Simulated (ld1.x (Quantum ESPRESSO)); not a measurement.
## What one change does to a pseudopotential (I, TM semilocal)

I (Z = 53), norm-conserving Troullier–Martins (semilocal form), made with ld1.x (Quantum ESPRESSO) 7.5 (PBE, non-relativistic). Core [Kr] 4d10, reference 5s2 5p5. Waves: 5p (bound): rc 1.80 bohr; 5s (bound): rc 1.65 bohr. Local part: the s channel. Core correction: Bessel-smoothed model core, default radius (core density twice the valence density).

Change: all radii but the core radius scaled by about 1.37 (s 2.26, p 2.46 bohr).

Cutoffs: the cutoffs (Ry, on a coarse ladder) from which the occupation-weighted sum of valence levels, in a spherical-Bessel basis at the reference potential, stays within 10 and 1 mRy of its value at 400 Ry; they do not see the model core or the augmentation charge, which bear on the density cutoff. Errors are all-electron minus pseudo energies relative to the spin-unpolarised reference configuration.

Problem. What does the change do?

Solution. The potential gets softer (35 Ry and 70 Ry → 25 Ry and 35 Ry); of the 7 tests that both files solve, the error grows in 4 and shrinks in 1 by more than 15 % and 0.3 meV (median size 2.6 → 3.2 meV); neither file shows a bound ghost. A larger radius leaves more room for a smooth pseudo-wave, so fewer plane waves are needed. A semilocal file is local in each channel, so a ghost entry of none says nothing of the separable form that plane-wave codes build from it.

| quantity | base | changed |
| --- | --- | --- |
| cutoff, loose | 35 Ry | 25 Ry |
| cutoff, tight | 70 Ry | 35 Ry |
| loose cutoff by channel (10 mRy a level) | p 12 Ry, s 25 Ry | p 10 Ry, s 12 Ry |
| bound ghosts | none | none |
| error for 5s2 5p4, meV [ΔE 11.17 eV] | +1.4 | +2.2 |
| error for 5s2 5p3, meV [ΔE 30.99 eV] | +2.6 | +6.0 |
| error for 5s2 5p2, meV [ΔE 60.20 eV] | -8.4 | -2.4 |
| error for 5s1 5p6, meV [ΔE 8.94 eV] | -3.9 | -6.7 |
| error for 5s2 5p4.5, meV [ΔE 4.56 eV] | +0.4 | +0.5 |
| error for 5s1 5p5, meV [ΔE 20.59 eV] | -2.0 | -3.2 |
| error for 5s2 5p1, meV [ΔE 99.41 eV] | -60 | -55 |
